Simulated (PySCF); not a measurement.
**Working out the ionisation energy of Br⁺**

Br⁺ [Ar] 3d10 4s2 4p4 (3P) → Br²⁺ [Ar] 3d10 4s2 4p3 (4S). All numbers are calculated (PySCF 2.14, no relativity, point nucleus, in def2-TZVP (6s5p4d1f, 48 functions)). Frozen: [Ar] 3d10. Energies in hartree (1 hartree = 27.21139 eV):

```json
{"part": "UHF", "Br⁺ (lower)": "-2572.002624", "Br²⁺ (upper)": "-2571.258062"}
{"part": "CCSD correlation", "Br⁺ (lower)": "-0.123970", "Br²⁺ (upper)": "-0.094799"}
{"part": "(T)", "Br⁺ (lower)": "-0.003327", "Br²⁺ (upper)": "-0.002447"}
```

Question: What does Hartree-Fock give?

Answer: (-2571.258062) − (-2572.002624) = 0.744562 hartree = 20.261 eV.

Question: What do CCSD and CCSD(T) give?

Answer: The CCSD correlation energies differ by 0.029171 hartree = 0.794 eV and the triples by 0.000880 hartree = 0.024 eV, so CCSD gives 21.055 eV and CCSD(T) 21.079 eV.

Measured between the centres of the two terms (NIST): 21.409 eV, so CCSD(T) (valence) is off by -0.330 eV.

The calculation is non-relativistic.

What remains against the reference includes basis incompleteness, the frozen core and higher excitations.
